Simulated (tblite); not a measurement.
Species: C₆H₈N₂.
Atom-mapped SMILES: `[CH:1]#[C:2][C@H:3]([C:4]#[N:5])[CH2:6][CH2:7][NH2:8]` (hydrogens: H9 on C1; H10 on C3; H11, H12 on C6; H13, H14 on C7; H15, H16 on N8)

Computed geometry: GFN2-xTB, gas phase.

(1) Give the optimised bond lengths and angles.

Results:

(1) 
| bond | length (pm) |
| --- | --- |
| C1≡C2 | 119.6 |
| C2–C3 | 145.4 |
| C3–C4 | 144.8 |
| C4≡N5 | 114.3 |
| C3–C6 | 154.1 |
| C6–C7 | 152.8 |
| C7–N8 | 145.5 |
| C1–H9 | 104.9 |
| C3–H10 | 109.8 |
| C6–H11 | 109.3 |
| C6–H12 | 109.2 |
| C7–H13 | 109.4 |
| C7–H14 | 110.3 |
| N8–H15, N8–H16 | 101.4 |

Bonds in one row agree within 1 pm and their mean is given. A selection of angles:
| angle | degrees |
| --- | --- |
| C1–C2–C3 | 178.1 |
| C2–C3–C4 | 108.3 |
| C2–C3–C6 | 111.8 |
| C4–C3–C6 | 110.2 |
| C3–C4–N5 | 178.9 |
| C3–C6–C7 | 110.3 |
| C6–C7–N8 | 109.7 |
| H15–N8–C7 | 110.3 |
| H16–N8–C7 | 110.7 |

Torsions: C2–C3–C6–C7 -172° (antiperiplanar); C3–C6–C7–N8 60° (synclinal).

N8 (primary amine nitrogen) is pyramidal (angles 110.7°, 110.3° and 107.8°, sum 328.8°, 0.37 Å off the plane of its three neighbours). Of the pairs four or more bonds apart, N8···H10 is among the closest relative to their van der Waals radii: 2.46 Å, 90 % of the sum of Bondi's values. The C–C distances run from 1.196 Å (C1≡C2, drawn triple) to 1.541 Å (C3–C6, drawn single), a spread of 0.345 Å. The C–N distances run from 1.143 Å (C4≡N5, drawn triple) to 1.455 Å (C7–N8, drawn single), a spread of 0.312 Å.

Point group: C1 (no symmetry element, even within 0.4 Å). Its GFN2-xTB frequencies are all real (lowest 54 cm⁻¹). The numbers are those of one conformer (C2–C3–C6–C7 -172°, C3–C6–C7–N8 60°, C6–C7–N8–H 69° and -172°).

On Arm Neoverse V1, one thread, shared host with 32 logical CPUs at a one-minute load of 13, this took 0.29 s. These figures are those of the optimisation.
